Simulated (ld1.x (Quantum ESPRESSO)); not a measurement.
V (Z = 23): one change to a TM potential, before and after

V (Z = 23), norm-conserving Troullier–Martins (Kleinman–Bylander form), made with ld1.x (Quantum ESPRESSO) 7.5 (Wu–Cohen, scalar-relativistic). Core [Ar], reference 3d3 4s2 4p0. Waves: 4s (bound): rc 2.25 bohr; 4p (bound, empty): rc 2.90 bohr; 3d (bound): rc 2.25 bohr. Local part: the d channel. Core correction: a·sin(br)/r model core inside 1.95 bohr.

Change: all radii but the core radius scaled by about 1.12 (s 2.52, p 3.26, d 2.52 bohr).

Cutoffs: the cutoffs (Ry, on a coarse ladder) from which the occupation-weighted sum of valence levels, in a spherical-Bessel basis at the reference potential, stays within 10 and 1 mRy of its value at 400 Ry; they do not see the model core or the augmentation charge, which bear on the density cutoff. Errors are all-electron minus pseudo energies relative to the spin-unpolarised reference configuration.

Question: How do hardness, ghosts and transferability respond?

Answer: The potential gets softer (50 Ry and 55 Ry → 40 Ry and 50 Ry); the bound ghosts move from p, s to s; of the 7 tests that both files solve, the error grows in 0 and shrinks in 4 by more than 15 % and 0.3 meV (median size 41.3 → 41.3 meV). A larger radius leaves more room for a smooth pseudo-wave, so fewer plane waves are needed. That the errors move this way runs against the usual rule that smaller radii transfer better.

| quantity | base | changed |
| --- | --- | --- |
| cutoff, loose | 50 Ry | 40 Ry |
| cutoff, tight | 55 Ry | 50 Ry |
| loose cutoff by channel (10 mRy a level) | s 10 Ry, d 45 Ry | s 12 Ry, d 40 Ry |
| bound ghosts | s, p | s |
| error for 3d3 4s1 4p0, meV [ΔE 7.76 eV] | -3.9 | -3.9 |
| error for 3d3 4s0 4p0, meV [ΔE 21.91 eV] | -41 | -41 |
| error for 3d2 4s0 4p0, meV [ΔE 50.79 eV] | -259 | -205 |
| error for 3d3 4s1.5 4p0, meV [ΔE 3.11 eV] | -0.7 | -0.7 |
| error for 3d4 4s0 4p0, meV [ΔE 7.13 eV] | -106 | -46 |
| error for 3d4 4s1 4p0, meV [ΔE 0.58 eV] | -76 | -56 |
| error for 3d3 4s0 4p2, meV [ΔE 6.91 eV] | -15 | +2.1 |

Base: These tests converged, but a pseudo level misses the all-electron one widely, so the file describes the atom poorly there or has found another state: 3d3 4s0 4p0: empty 4p by 3.6 eV. A true bound ghost makes a file unfit for plane-wave use even where its test errors are small: the radial tests pick states by their node count and pass the ghost by.
